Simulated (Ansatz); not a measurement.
The cluster Be₂F₃⁻. Total charge -1; triplet. Geometry r2SCAN-D4/def2-TZVP, that of the neutral doublet; atoms count from 1.

```xyz
5

Be   -0.001   -1.557    0.386
Be    0.001    0.584   -0.144
F    -1.001   -0.359    0.598
F     1.000   -0.597   -0.361
F     0.001    1.929   -0.478
```

The highest occupied level of the charge -1 triplet lies above zero (up to 1.57 eV). By energy differences it is unbound by 0.29 eV (vertical, to the charge 0 doublet, at PBE0-D4/def2-TZVPD) and held by the finite basis. At PBE0-D4/def2-TZVPD a singlet of charge -1 lies 0.98 eV below the triplet at the same geometry. The structure comes from a short search, and lower isomers may exist.

Problem. Estimate the Mulliken populations from the PBE0/def2-TZVPD orbitals of Ansatz.

Solution. 
| atom | charge (e) | spin (α − β) |
| --- | --- | --- |
| Be1 | -1.23 | 2.30 |
| Be2 | 0.30 | 0.07 |
| F3 | 0.05 | -0.17 |
| F4 | 0.05 | -0.17 |
| F5 | -0.18 | -0.03 |
Mulliken values and Mayer orders depend strongly on the basis. With diffuse functions, as here, like atoms can get unlike values, and bond orders can come out too low or too high.

Problem. Where does the spin sit?

Solution. Summed by element: Be 2.37, F -0.37, of 2 unpaired in all. Largest on single atoms: Be1 2.30, F3 -0.17, F4 -0.17.

Problem. And the Mayer bond orders between bonded heavy atoms (over 0.3)?

Solution. Be2–F3 0.58 (1.56 Å); Be2–F4 0.58 (1.56 Å); Be2–F5 1.20 (1.39 Å).
